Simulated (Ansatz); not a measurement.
Stepwise reaction of `[SeH][SiH]([SeH])[SeH]` with hydrogen, as a gas-phase model of exchange steps in deposition or etching. ΔE in kJ/mol; ΔG adds harmonic PBE0-D4 terms to CCSD(T)/CBS, at 1 bar.

Program: Ansatz. Geometries: PBE0-D4/def2-TZVP. ΔE: electronic, gas phase. CBS: MP2 limit from def2 TZ/QZ plus the TZ coupled-cluster correction, frozen cores. This one scheme is used for every species. Functionals use def2-TZVPP. B3LYP here is the variant with VWN-RPA as its local correlation; programs differ in this. For Se outer-core shells are correlated without core-valence functions, which leaves a few kJ/mol of doubt a bond. Scalar relativity is left out up to krypton. Each species was taken in one conformer, which may not be the lowest.

```csv
step,reaction,PBE-D4,B3LYP-D4,ωB97M-V,CCSD(T)/CBS,ΔG(500 K)
1,`[SeH][SiH]([SeH])[SeH]` + H₂ → `[SeH][SiH2][SeH]` + H₂Se,51.3,45.1,42.8,48.1,36.7
2,`[SeH][SiH2][SeH]` + H₂ → `[SiH3][SeH]` + H₂Se,52.6,45.2,44.2,49.2,34.2
3,`[SiH3][SeH]` + H₂ → SiH₄ + H₂Se,41.5,34.9,35.9,40.3,40.9
```

(1) By hand: ΔE of the 3 steps together at CCSD(T)/CBS.

Answers

(1) (48.1) + (49.2) + (40.3) = 137.6 kJ/mol, or 45.9 kJ/mol a step.

In ΔE step 3 is the lowest and step 2 the highest. All are uphill at CCSD(T)/CBS. ΔG lies between 34.2 and 40.9 kJ/mol a step. PBE-D4 differs from CCSD(T)/CBS by 1.2 to 3.4 kJ/mol a step. Only this route is followed, and other bonds may react first. Isolated molecules leave out the surface, adducts and barriers. Largest T1 diagnostic: 0.011.
